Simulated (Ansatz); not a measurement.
Basis-set extrapolation for `CC(C)B(O)O` (PBE0-D4/def2-TZVP geometry, frozen core, Ansatz 0.2.0). Multiplicity 1, RHF reference.

|  | def2-TZVPP | def2-QZVPP |
| --- | --- | --- |
| HF | -293.497299 | -293.511265 |
| MP2 correlation | -1.106922 | -1.185482 |
| CCSD(T) correlation | -1.193421 | not run |

Energies in hartree. Use E(X) = E(∞) + A·exp(−7.88·√X) for Hartree–Fock and E(X) = E(∞) + B·X^(−2.97) for correlation, with X = 3 and 4, and add CCSD(T) minus MP2 of the smaller set to the MP2 limit.

What is the CCSD(T) energy at the basis-set limit?

HF limit: -293.511265 + (-0.013966) × 0.13774 = -293.51319. MP2 limit: -1.185482 + (-0.078560) × 0.74074 = -1.24367. Higher-order term: -1.193421 − (-1.106922) = -0.08650. Total: -294.84336 hartree, 95.8 kcal/mol below CCSD(T)/def2-TZVPP.
